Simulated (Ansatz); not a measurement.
Two members of one family (InSb nanocrystals, H-capped), computed with Ansatz in the gas phase; def2 core potentials for In, Sb, no spin–orbit coupling. The two geometries come from different levels. A dash marks a value that wasn't run or was left out as unsound. The structures are stationary points that may keep the symmetry of their start. Remarks come from the PBE and PBE0 runs and from stability tests at other levels; not every state was tested. HOMO above LUMO (over both spins in singlets and doublets, within one spin in higher multiplets; at PBE or PBE0), or a gap under 0.15 eV within one spin, warns that the state may not be the lowest or that an electron is smeared out.

First: In9Sb10H26⁺, cut from wurtzite (singlet, charge 1, r2SCAN-D4/def2-SVP geometry).

```xyz
45

Sb   -1.8585    4.1356   -1.7765
In   -4.6854    3.4851   -1.0948
Sb    2.8157    3.0123   -2.2166
In    5.4137    2.5965   -0.9173
In    0.1690    2.1697   -1.5668
Sb    0.1057    1.2594    1.1179
Sb   -3.9886    0.7532   -0.4149
In   -2.5280    0.4680    2.0061
Sb    4.6206    0.2750    0.6936
In    2.0840   -0.7302    1.5221
Sb    1.8689   -1.5084    4.2362
Sb   -2.0214   -2.2261    2.7579
In   -0.7066   -2.5400    5.3235
Sb   -0.4308   -0.1289   -3.0634
In   -3.1710   -0.8273   -2.6171
In    1.9981   -1.6913   -2.8273
Sb    1.3250   -2.7874   -0.2311
Sb   -2.8684   -3.4247   -1.4370
In   -1.0883   -3.9814    0.7428
H    -1.2199    5.4725   -0.9424
H    -1.6351    4.7717   -3.3383
H    -4.9185    4.3582    0.3603
H    -5.4357    3.4761   -2.6359
H     2.6428    4.6892   -2.4641
H     2.9250    2.6064   -3.8640
H     5.4713    3.8599    0.2371
H     6.4296    1.9656   -2.1399
H     0.6158    2.5901    2.0517
H    -5.4807    0.0233   -0.0284
H    -3.0787    1.4757    3.2948
H     5.5084    0.3467    2.1457
H     5.3806   -1.1253    0.0979
H     2.5208   -0.1917    5.0916
H     3.1966   -2.5468    4.4594
H    -3.5936   -2.8338    3.0163
H    -1.2087   -1.2591    6.3449
H    -0.3640   -4.2043    5.5471
H    -0.4394    0.5328   -4.6334
H    -4.1316   -0.8166   -4.0456
H     3.1577   -0.4623   -2.3911
H     2.0835   -2.9124   -4.0244
H     2.5179   -3.9463    0.1382
H    -4.4181   -3.9401   -0.9610
H    -2.6443   -4.5818   -2.6628
H    -0.9354   -5.6566    1.1090
```

| level | HOMO (eV) | LUMO (eV) | gap (eV) | vertical IE (eV) | vertical EA (eV) | vertical triplet (eV) |
| --- | --- | --- | --- | --- | --- | --- |
| PBE-D4/def2-SVP | -7.99 | -5.30 | 2.69 | 9.37 | 4.10 | 2.77 |
| revPBE-D4/def2-SVP | -7.94 | -5.21 | 2.73 | 9.38 | 4.08 | – |
| r2SCAN-D4/def2-SVP | -8.21 | -5.18 | 3.02 | – | – | – |
| PBE0-D4/def2-SVP | -8.83 | -4.68 | 4.16 | 9.80 | 3.88 | 3.38 |

Remarks: gap within one spin near zero at PBE or PBE0 (+2 doublet), gap within one spin near zero at PBE or PBE0 (neutral doublet), gap within one spin near zero at PBE or PBE0 (triplet).

Second: In10Sb11H28⁺, cut from wurtzite (singlet, charge 1, PBE-D4/def2-SVP geometry).

```xyz
49

Sb    3.395   -1.794    3.725
In    0.422   -1.522    3.928
Sb    0.181    3.785    2.776
In   -2.713    4.548    2.687
Sb    4.006    1.478    1.074
In    5.076   -1.164    1.494
In    1.168    1.993    0.794
Sb   -0.094   -0.472    1.297
Sb   -3.114    2.796    0.389
In   -2.913   -0.005    0.948
Sb    3.517   -2.610   -0.451
In    0.663   -2.218   -0.777
Sb   -0.823   -4.609   -0.356
Sb   -3.646   -1.658   -1.272
In   -3.796   -4.512   -0.694
Sb    0.780    2.874   -1.848
In   -1.965    3.742   -2.028
In    2.414    0.923   -3.247
Sb    0.308   -1.075   -3.323
Sb   -2.955    1.825   -3.946
In   -2.535   -1.026   -3.806
H     4.207   -1.005    5.017
H     3.930   -3.372    4.141
H     0.281   -0.223    5.067
H    -0.066   -3.183    3.953
H     0.705    3.072    4.246
H     1.295    5.090    2.799
H    -3.349    3.753    4.083
H    -2.639    6.181    2.127
H     4.553    2.363    2.444
H     4.919    2.356   -0.082
H     6.794   -1.360    1.468
H    -4.787    2.980    0.024
H    -3.822   -0.430    2.377
H     3.760   -4.259   -0.023
H     4.315   -2.697   -1.965
H    -0.277   -5.145    1.181
H    -0.008   -5.814   -1.269
H    -5.288   -1.210   -1.540
H    -4.361   -4.701    0.928
H    -4.017   -5.364   -2.181
H     1.684    4.337   -1.801
H    -2.128    5.395   -2.529
H     3.394    0.307   -1.909
H     2.923    1.447   -4.813
H     0.883   -2.367   -4.304
H    -4.654    2.058   -4.024
H    -2.622    2.379   -5.537
H    -3.000   -1.882   -5.244
```

Q: Estimate the same table for the second.

A: 
```csv
level,HOMO (eV),LUMO (eV),gap (eV),vertical IE (eV),vertical EA (eV),vertical triplet (eV)
PBE-D4/def2-SVP,-7.86,-5.31,2.56,9.21,4.14,2.64
revPBE-D4/def2-SVP,-7.82,-5.22,2.60,9.23,4.12,–
r2SCAN-D4/def2-SVP,-8.08,-5.19,2.89,–,–,–
PBE0-D4/def2-SVP,-8.69,-4.68,4.01,9.63,3.90,3.28
```

Remarks: gap within one spin near zero at PBE or PBE0 (+2 doublet), gap within one spin near zero at PBE or PBE0 (neutral doublet), gap within one spin near zero at PBE or PBE0 (triplet).
